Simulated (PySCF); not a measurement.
**Telling isomers of C$_{9}$H$_{10}$ apart by NMR**

- PBE0/pcSseg-1 with gauge-including orbitals
- geometry: PBE0-D3(BJ)/def2-SVP
- program: PySCF
- gas phase, one averaged value for each set of equivalent atoms, one computed conformer, no relativistic terms

Scale: TMS for ¹H (σ = 31.27 ppm) and ¹³C (σ = 184.41 ppm) (reference shieldings calculated alike). Where no couplings were computed, multiplicities follow the n + 1 count of equivalent neighbours, and m marks all less simple cases (inequivalent or close neighbours, rings, F or P nearby). Shifts are as computed. Against solution values, carbons near 30 ppm lie about +2 ppm off and those near 130 ppm about +5 ppm. Of 1211 compounds with measured shifts, 218 miss one by over three times the rms of a fit or turn the order of signals round; such compounds aren't used in these exercises.

(1) Tabulate the signals of `Cc1ccc2c(c1)CC2`, `C=C(C)/C=C/C1=CC1=C`, `c1ccc2c(c1)CCC2` and their relative energies.

(2) What is the quickest way to tell C=C(C)/C=C/C1=CC1=C from c1ccc2c(c1)CCC2?

(3) What is the quickest way to tell Cc1ccc2c(c1)CC2 from C=C(C)/C=C/C1=CC1=C?

(4) What is the quickest way to tell Cc1ccc2c(c1)CC2 from c1ccc2c(c1)CCC2?

Answers

(1) 
```tsv
SMILES	carbon types	δC	δH	E rel. (kcal/mol)
Cc1ccc2c(c1)CC2	3×C 3×CH 2×CH2 1×CH3	150.1, 146.9, 141.7, 133.3, 128.3, 127.6, 30.7, 30.5, 24.0	7.15 (m, 1H), 7.07 (m, 1H), 7.01 (s, 1H), 3.14 (m, 2H), 3.12 (m, 2H), 2.36 (s, 3H)	26.1
C=C(C)/C=C/C1=CC1=C	3×C 3×CH 2×CH2 1×CH3	156.0, 149.5, 142.8, 132.7, 131.2, 125.4, 116.8, 66.4, 19.8	7.70 (s, 1H), 6.89 (d, 1H), 6.30 (d, 1H), 5.64 (m, 1H), 5.63 (m, 1H), 4.03 (m, 1H), 3.98 (m, 1H), 1.97 (s, 3H)	99.1
c1ccc2c(c1)CCC2	2×C 4×CH 3×CH2	149.1, 131.8, 129.7, 35.9, 28.5	7.36 (m, 2H), 7.26 (m, 2H), 2.86 (m, 4H), 1.93 (m, 2H)	0.0
```

Energies are electronic energies at PBE0/pcSseg-1 on these geometries, without zero-point or thermal terms, each for the one conformer computed, which needn't be the lowest.

(2) Count the carbon signals: 9 against 5. The first has a terminal =CH2 carbon at 132.7 ppm, the second an sp3 CH2 in a ring at 28.5 ppm. Their most deshielded carbons lie at 156.0 and 149.1 ppm.

(3) Both give the same number of carbon signals, with the same numbers of each carbon type, so the positions decide. The first has an sp3 CH2 on an aromatic ring at 30.5 ppm, the second a terminal =CH2 carbon at 132.7 ppm. Their most deshielded carbons lie at 150.1 and 156.0 ppm. In the proton spectra the most deshielded non-exchanging signals are 7.15 (m, 1H) and 7.70 (s, 1H).

(4) Count the carbon signals: 9 against 5. The first has a methyl carbon on an aromatic ring (CH3) at 24.0 ppm, the second an sp3 CH2 on an aromatic ring at 35.9 ppm. Their most deshielded carbons lie at 150.1 and 149.1 ppm.
